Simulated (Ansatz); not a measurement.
`[SiH3]N[SiH2]Cl` + H₂ → `[SiH3]Cl` + `N[SiH3]` at 600 K and 1 bar (hydrogenolysis of the Si–N bond).

Program: Ansatz. Geometries: PBE0-D4/def2-TZVP. ΔE: electronic, gas phase. CCSD(T)/CBS is the MP2 limit (def2-TZVPP, def2-QZVPP) plus CCSD(T) − MP2 in def2-TZVPP, frozen cores. This one scheme is used for every species. One conformer a species, not always the lowest.

```tsv
species	CCSD(T)/CBS energy (Eh)	H − E (kJ/mol)	S (J/(mol·K))
`[SiH3]N[SiH2]Cl`	-1096.34659	220.8	445.7
H₂	-1.17544	43.9	150.8
`[SiH3]Cl`	-750.69636	99.4	294.6
`N[SiH3]`	-346.80422	170.6	320.8
```

H − E and S are ideal-gas, rigid-rotor, harmonic terms from PBE0-D4/def2-TZVP, for one conformer and one mirror image of each species. The MP2-based limit puts H₂ 0.8 mEh under its directly extrapolated value; such offsets cancel only in part. 1 Eh = 2625.50 kJ/mol, R = 8.31446 J/(mol·K).

Question: By hand: ΔE, ΔH, ΔS and ΔG.

Answer: ΔE = (-750.69636) + (-346.80422) − (-1096.34659) − (-1.17544) = 0.02145 Eh = 56.3 kJ/mol. Δ(H − E) = 99.4 + 170.6 − 220.8 − 43.9 = 5.3, so ΔH = 61.6 kJ/mol. ΔS = 294.6 + 320.8 − 445.7 − 150.8 = 18.9 J/(mol·K). ΔG = 61.6 − 600 × (18.9)/1000 = 50.3 kJ/mol.

Question: By hand: the equilibrium constant, and the temperature at which ΔG would vanish if ΔH and ΔS stayed fixed.

Answer: log₁₀ K = −ΔG/(RT ln 10) = -4.4. ΔG = 0 at ΔH/ΔS = 3259 K, far beyond where these terms or the molecules hold.

ΔH outweighs TΔS. A doubt of 5 kJ/mol in ΔE shifts log₁₀ K by 0.4 here. Other conformers and mirror images would add mixing entropy, several J/(mol·K) or more a flexible species. Modes under 60 cm⁻¹, often nearly free rotors, make the harmonic entropy too high. These are equilibria of isolated gas molecules and say nothing of rates. Largest T1 diagnostic: 0.010 (customary marks: 0.02 for closed shells, 0.045 for open ones).
